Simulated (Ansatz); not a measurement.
C4H12O2Si, charge -1, doublet, at the geometry of the source list (a state made from the parent by changing its charge; the spin is typed, not shown lowest) (a gas-phase anion, which may not be bound at this level); SVWN5/def2-SVP run with Ansatz (an electronic-structure program).

Here is a job for Ansatz.
Ansatz 0.2 input:
```yaml
crystal:
  periodic: [false, false, false]
  atoms:
    - {symbol: C, position_ang: [-1.94590000, -1.39060000, 0.63670000]}
    - {symbol: O, position_ang: [-0.61890000, -0.95920000, 0.69300000]}
    - {symbol: Si, position_ang: [0.08070000, 0.34400000, -0.01650000]}
    - {symbol: C, position_ang: [-0.67850000, 1.98930000, 0.54080000]}
    - {symbol: C, position_ang: [0.01830000, 0.16000000, -1.91570000]}
    - {symbol: O, position_ang: [1.59490000, 0.39160000, 0.56900000]}
    - {symbol: C, position_ang: [2.54260000, -0.63650000, 0.62760000]}
    - {symbol: H, position_ang: [-2.02320000, -2.30800000, 1.22120000]}
    - {symbol: H, position_ang: [-2.25080000, -1.59430000, -0.39240000]}
    - {symbol: H, position_ang: [-2.61670000, -0.63810000, 1.05870000]}
    - {symbol: H, position_ang: [-1.71260000, 2.06540000, 0.21830000]}
    - {symbol: H, position_ang: [-0.14440000, 2.83910000, 0.13110000]}
    - {symbol: H, position_ang: [-0.66130000, 2.08130000, 1.62220000]}
    - {symbol: H, position_ang: [0.47580000, -0.77320000, -2.23740000]}
    - {symbol: H, position_ang: [0.54630000, 0.96850000, -2.41190000]}
    - {symbol: H, position_ang: [-1.00220000, 0.16450000, -2.28970000]}
    - {symbol: H, position_ang: [3.47000000, -0.21140000, 1.01520000]}
    - {symbol: H, position_ang: [2.19990000, -1.43250000, 1.29280000]}
    - {symbol: H, position_ang: [2.72610000, -1.05990000, -0.36300000]}
basis:
  gaussian:
    orbitals: def2-SVP
hamiltonian:
  xc: {name: SVWN5}
total_charge: -1
magnetization: {spin_polarized: false, initial_magnetization: 1}
```

What the program printed (banner, timings and long lists left out):

```
Functional definition: SVWN5
1810 factors; their error is unknown
mean field evaluation 1: about -16188.2014 eV, gradient 8.2e1 eV
mean field evaluation 2: about -16167.6712 eV, gradient 1.2e2 eV
mean field evaluation 4: about -16204.1636 eV, gradient 1.2e1 eV
mean field evaluation 8: about -16204.8706 eV, gradient 2.9e-1 eV
mean field evaluation 16: about -16204.7898 eV, gradient 7.8e-4 eV
mean field evaluation 32: about -16204.4696 eV, gradient 2.4e0 eV
mean field -16204.78979337 eV, -595.5150409054 hartree, gradient 2.6e-5 eV, S^2 0.750000; 4 other end points of the search recorded, 0 dependent functions left out
reference -16204.78984250 eV, -595.5150427110 hartree; 34, 33 occupied and 128, 129 virtual orbitals, 1810 factors
Total energy: -16204.78984250 eV, -595.5150427110 hartree
```
